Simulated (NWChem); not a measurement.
AlH2OF; SMILES [OH][AlH][F]

```xyz
5

Al    -0.4527    -0.0177     0.0000
H     -2.0177    -0.0367     0.0000
F      0.4033    -1.4445     0.0000
O      0.3696     1.4583     0.0000
H      1.3169     1.6016     0.0000
```
Atoms are numbered in this order, from 1.

Results from NWChem. Structure relaxed at the PBE0/def2-SVP level.

For level HCTH/407/def2-TZVP:

```yaml
highest occupied level (eV): -8.02
orbital gap (eV): 6.71
```

### Question
What are these values for level LC-BLYP (range parameter 0.33 per bohr)/def2-TZVP?

### Answer
The highest occupied level (eV) is -12.06 and the orbital gap (eV) is 13.22.
